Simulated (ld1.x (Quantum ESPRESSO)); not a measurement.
Pseudopotential generation for cadmium (Cd): TM, LDA (PZ), scalar-relativistic.

ld1.x (Quantum ESPRESSO) 7.5 input, shortened:

```
&input
   title='Cd', zed=48., rel=1, dft='PZ', iswitch=3,
   config='[Kr] 4d10 5s1 5p0'
 /
 &inputp
   pseudotype=2, tm=.true., lloc=1,
   nlcc=.true.
 /
3
4S  1  0   2.00   0.00  0.85  0.85  0.0
4D  3  2  10.00   0.00  1.90  1.90  0.0
4P  2  1   6.00   0.00  1.15  1.15  0.0
 &test
   configts(1)='4s2 4p6 4d10 5s1 5p0'
 /
```

Occupied shells without a wave of their own: 5s. They enter only through the test configuration that unscreens the potential, and ld1.x also counts them in the model core charge.

All-electron outer shells of the reference configuration (LDA (PZ), scalar-relativistic, ld1.x):

```json
{"shell": "3d", "level (eV)": "-402.86", "outermost node (bohr)": "–", "outermost maximum (bohr)": "0.27"}
{"shell": "4s", "level (eV)": "-114.76", "outermost node (bohr)": "0.43", "outermost maximum (bohr)": "0.79"}
{"shell": "4p", "level (eV)": "-75.91", "outermost node (bohr)": "0.43", "outermost maximum (bohr)": "0.84"}
{"shell": "4d", "level (eV)": "-20.74", "outermost node (bohr)": "0.42", "outermost maximum (bohr)": "0.98"}
{"shell": "5s", "level (eV)": "-13.46", "outermost node (bohr)": "1.06", "outermost maximum (bohr)": "2.23"}
{"shell": "5p", "level (eV)": "-7.62", "outermost node (bohr)": "1.19", "outermost maximum (bohr)": "2.80"}
```

Task: Does the generator finish with these settings?

Result: Yes, a potential is produced.

Task: Estimate the cutoffs (Ry, on a coarse ladder) from which the occupation-weighted sum of valence levels, in a spherical-Bessel basis at the reference potential, stays within 10 and 1 mRy of its value at 400 Ry.

Result: 160 Ry and 300 Ry.

Task: What does a ghost test show?

Result: No extra level below or beside the all-electron valence levels (s, d, p, f tested).

Task: Which valence shell sets the plane-wave cutoff?

Result: 4s: its level needs 260 Ry to come within 1 mRy, against 160 Ry for 5s.

Task: Tests: 4s2 4p6 4d10 5s2 5p0; 4s2 4p6 4d10 5s0 5p0; 4s2 4p6 4d9 5s0 5p0; 4s2 4p5 4d10 5s2 5p0; 4s2 4p6 4d10 5s0 5p2; 4s2 4p6 4d9 5s2 5p1; 4s2 4p6 4d10 5s1.5 5p0. Which has the largest error in its energy relative to the reference configuration, and how large is it?

Result: 4s2 4p6 4d9 5s0 5p0, with -479 meV (all-electron minus pseudo) on +55.78 eV.

ld1.x takes every shell without a wave as core, so the model core holds the 5s electrons as well and exchange and correlation see them twice. This cancels in the reference configuration, but the file is broken for other ones, and its errors say nothing about a proper core correction.
